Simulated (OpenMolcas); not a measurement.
# Pt2+: ligand-field states by method

Pt2+ with its 6 nearest oxide ions at 2.259 Å, on the Ca site of CaO (a = 4.8105 Å, distance in the model lattice 2.405 Å). The rest of the host is ab initio model potentials to 7.6 Å, with orthogonalisation functions on the cations behind the ligands, and point charges beyond; the distance is set by hand and nothing relaxes. Ligand basis ANO-RCC-VDZP.
```
Pt    0.0000    0.0000    0.0000
O     2.2590    0.0000    0.0000
O     0.0000    2.2590    0.0000
O    -2.2590    0.0000    0.0000
O     0.0000   -2.2590    0.0000
O     0.0000    0.0000    2.2590
O     0.0000    0.0000   -2.2590
```

- Program: OpenMolcas
- Basis: ANO-RCC-VTZP [8s7p5d3f1g]
- Scalar Hamiltonian: DKH2, point nucleus
- Active space: 8 electrons in 5 orbitals (5d)
- State averaging: 2S+1 = 3 even, 10 roots; 2S+1 = 1 even, 15 roots
- Spin-orbit coupling: state interaction with AMFI integrals over the reference wave functions

I. CASSCF
II. SS-CASPT2, IPEA 0.25 Eh, imaginary shift 0.1 Eh (closed shells correlated: 5s 5p and the ligand valence shells)

Spin-free states (labels of O, the rotations of Oh) in cm-1, each column counted from its own energy of the first state listed:

```json
{"State": "3A2", "Degeneracy": "1", "I": "0", "II": "0"}
{"State": "1E", "Degeneracy": "2", "I": "11373", "II": "6040"}
{"State": "3T2", "Degeneracy": "3", "I": "19690", "II": "21720"}
{"State": "1A1", "Degeneracy": "1", "I": "20589", "II": "13520"}
{"State": "3T1", "Degeneracy": "3", "I": "27130", "II": "27000"}
{"State": "1T2", "Degeneracy": "3", "I": "30534", "II": "28030"}
{"State": "1T1", "Degeneracy": "3", "I": "33872", "II": "30460"}
{"State": "3T1", "Degeneracy": "3", "I": "42743", "II": "44870"}
{"State": "1E", "Degeneracy": "2", "I": "51932", "II": "51140"}
{"State": "1T2", "Degeneracy": "3", "I": "51975", "II": "51210"}
{"State": "1A1", "Degeneracy": "1", "I": "68886", "II": "62930"}
```

From I to II, I's first state of the same spin (3T2) moves from 19690 to 21720 cm-1, by about +2000 cm-1.

From I to II, I's first state of another spin (1E) moves from 11373 to 6040 cm-1, by about -5300 cm-1.

I: A least-squares ligand-field fit to the states below 45000 cm-1, each weighted by its degeneracy and with a free common offset, gives 10Dq = 19451 cm-1, B = 745 cm-1 and C = 2671 cm-1 (C/B = 3.59), with an rms deviation of 66 cm-1. The same method and metal basis give the free ion B = 865 cm-1 (fit to its terms below 60000 cm-1, rms deviation 8 cm-1), so the nephelauxetic ratio is β = 745 / 865 = 0.86; it hangs on how both fits weigh the states, and computed free-ion B values tend to be too large, so β mixes covalency with correlation.

II: A least-squares ligand-field fit to the states below 45000 cm-1, each weighted by its degeneracy and with a free common offset, gives 10Dq = 21538 cm-1, B = 510 cm-1 and C = 1385 cm-1 (C/B = 2.72), with an rms deviation of 300 cm-1. The same method and metal basis give the free ion B = 677 cm-1 (fit to its terms below 60000 cm-1, rms deviation 447 cm-1), so the nephelauxetic ratio is β = 510 / 677 = 0.75; it hangs on how both fits weigh the states, and computed free-ion B values tend to be too large, so β mixes covalency with correlation.

From I to II, 10Dq changes by +11 %, B by -32 % and C by -48 %.

χT at 300 K: I 1.54, II 1.49 cm3 K/mol.

The states above are spin-free; spin-orbit coupling is strong here and shifts and splits them by thousands of cm-1.

Roots that are degenerate in the reference are averaged as groups; the widest CASPT2 spread within a group is 64 cm-1 (the 3-fold group of multiplicity 1 near 28000 cm-1 above the lowest state of its run, II). Shifts and gaps below about the spread of the groups concerned are not significant. Over all roots computed the reference weight is 0.67 to 0.68 in II; a low but even weight reflects the number of correlated electrons. Real 4d8 and 5d8 ions are as a rule square planar and diamagnetic. The least metal-like active orbital is 81 % on the metal (Löwdin) and no ligand orbital is active, so the numbers are rough. Ligand-to-metal charge-transfer states are missing. With no ligand orbital active B as a rule stays too high, so bands that hang on it stand too high and its fall with covalency is understated. Without dynamic correlation the repulsion within the d shell is too large (B by tens of per cent), so at a given field states of lower spin stand too high (holds for I). With metal d orbitals alone the field can be off either way by tens of per cent (holds for I). With one d shell and no ligand orbital active, 10Dq can be off by a tenth or more (holds for II). No measured value stands beside these numbers; the geometry was set by hand and not optimised.
